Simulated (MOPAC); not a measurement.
A run for MOPAC: PM6 on H2PbS (SMILES [SH][PbH]), a point of a torsion scan.

```
PM6 1SCF PRECISE CHARGE=0 THREADS=1
H2PbS

S     -1.31507741 1     0.55891371 1     0.22154181 1
Pb     1.13973688 1     0.93016638 1    -0.14223740 1
H     -1.42574917 1    -0.68016979 1    -0.21162323 1
H      1.44499137 1    -0.75476751 1    -0.82415230 1
```

Output:

```
*******************************************************************************
 **                                                                           **
 **                              MOPAC v23.2.5                                **
 **                                                                           **
 *******************************************************************************
 ** MOPAC's Digital Object Identifier: https://doi.org/10.5281/zenodo.6511958 **
 **                                                                           **
 ** Please cite the open-source release paper for use of this MOPAC version:  **
 ** J. E. Moussa and J. J. P. Stewart (2026)                                  **
 ** MOPAC: An open-source semiempirical molecular orbital program             **
 ** J. Open Source Softw., 11(119), 8025, https://doi.org/10.21105/joss.08025 **
 *******************************************************************************

                              PM6 CALCULATION RESULTS

 *******************************************************************************
 *  PM6        - The PM6 Hamiltonian to be used
 *
 *
 *
 *                 CHARGE ON SYSTEM = 0
 *
 *
 *
 *  PRECISE    - TIGHTER CRITERIA TO BE USED
 *  1SCF       - DO 1 SCF AND THEN STOP
 *  THREADS=1  - MULTI-THREADING NOT USED
 *  T=         - A TIME OF 172800.0 SECONDS REQUESTED
 *  DUMP=N     - RESTART FILE WRITTEN EVERY 7200.0 SECONDS REQUESTED
 *******************************************************************************
PM6 1SCF PRECISE CHARGE=0 THREADS=1
 H2PbS

   ATOM   CHEMICAL          X               Y               Z
  NUMBER   SYMBOL      (ANGSTROMS)     (ANGSTROMS)     (ANGSTROMS)

     1       S         -1.31507741  *   0.55891371  *   0.22154181  *
     2      Pb          1.13973688  *   0.93016638  *  -0.14223740  *
     3       H         -1.42574917  *  -0.68016979  *  -0.21162323  *
     4       H          1.44499137  *  -0.75476751  *  -0.82415230  *



          CARTESIAN COORDINATES

    NO.       ATOM           X           Y           Z

     1         S         -1.3151      0.5589      0.2215
     2        Pb          1.1397      0.9302     -0.1422
     3         H         -1.4257     -0.6802     -0.2116
     4         H          1.4450     -0.7548     -0.8242

 General Reference for PM6:
 "Optimization of Parameters for Semiempirical Methods V: Modification of NDDO Approximations
 and Application to 70 Elements", J. J. P. Stewart, J. Mol. Mod., 13, 1173-1213 (2007)
 URL: https://link.springer.com/article/10.1007/s00894-007-0233-4

           Empirical Formula: H2 S Pb  =     4 atoms



      MOLECULAR POINT GROUP   :   Cs


      RHF CALCULATION, NO. OF DOUBLY OCCUPIED LEVELS = 6


 -------------------------------------------------------------------------------
 PM6 1SCF PRECISE CHARGE=0 THREADS=1
 H2PbS



     1SCF WAS SPECIFIED, SO BFGS WAS NOT USED
     SCF FIELD WAS ACHIEVED


                              PM6 CALCULATION
                                                       MOPAC v23.2.5 Linux




          FINAL HEAT OF FORMATION =         44.00965 KCAL/MOL =     184.13636 KJ/MOL


          COSMO AREA              =        103.08 SQUARE ANGSTROMS
          COSMO VOLUME            =         90.21 CUBIC ANGSTROMS

          IONIZATION POTENTIAL    =          9.118366 EV
          HOMO LUMO ENERGIES (EV) =         -9.118 -2.116
          NO. OF FILLED LEVELS    =          6
          MOLECULAR WEIGHT        =        241.2758         POINT GROUP:  Cs

          MOLECULAR DIMENSIONS (Angstroms)

            Atom       Atom       Distance
            H     4    S     1     3.23067
           Pb     2    H     3     2.62411
           Pb     2    S     1     0.00000


          SCF CALCULATIONS        =          1





   ATOM   CHEMICAL          X               Y               Z
  NUMBER   SYMBOL      (ANGSTROMS)     (ANGSTROMS)     (ANGSTROMS)

     1       S         -1.31507741  *   0.55891371  *   0.22154181  *
     2      Pb          1.13973688  *   0.93016638  *  -0.14223740  *
     3       H         -1.42574917  *  -0.68016979  *  -0.21162323  *
     4       H          1.44499137  *  -0.75476751  *  -0.82415230  *

                             CARTESIAN COORDINATES

   1    S       -1.315077410     0.558913710     0.221541810
   2   Pb        1.139736880     0.930166380    -0.142237400
   3    H       -1.425749170    -0.680169790    -0.211623230
   4    H        1.444991370    -0.754767510    -0.824152300


           Empirical Formula: H2 S Pb  =     4 atoms



      MOLECULAR POINT GROUP   :   Cs


                  EIGENVALUES
 -30.05337 -18.82998 -13.24187  -9.59674  -9.28243  -9.11837  -2.11573  -1.22264
   0.81735   1.61149   2.21564   2.21604   2.26592   2.29525   3.96217


              NET ATOMIC CHARGES AND DIPOLE CONTRIBUTIONS

  ATOM NO.   TYPE          CHARGE      No. of ELECS.   s-Pop       p-Pop       d-Pop
    1          S          -0.555298        6.5553     1.91541     4.53009     0.10981
    2         Pb           0.392511        3.6075     1.90326     1.70422
    3          H           0.200312        0.7997     0.79969
    4          H          -0.037526        1.0375     1.03753
 DIPOLE           X         Y         Z       TOTAL
 POINT-CHG.     4.024    -0.255    -0.914     4.135
 HYBRID        -1.419    -1.630    -0.310     2.184
 SUM            2.605    -1.886    -1.224     3.441


          ATOMIC ORBITAL ELECTRON POPULATIONS

     Atom    s        px        py        pz      x^2-y^2     xz        z^2       yz        xy
    1  S   1.91541   1.57577   1.22325   1.73107   0.05499   0.00804   0.01475   0.02772   0.00430
    2 Pb   1.90326   0.46884   0.94512   0.29026
    3  H   0.79969
    4  H   1.03753

 **********************
 *                    *
 * JOB ENDED NORMALLY *
 *                    *
 **********************




 == MOPAC DONE ==
```

The run finished.

Cost: very roughly 0.03 core-seconds.
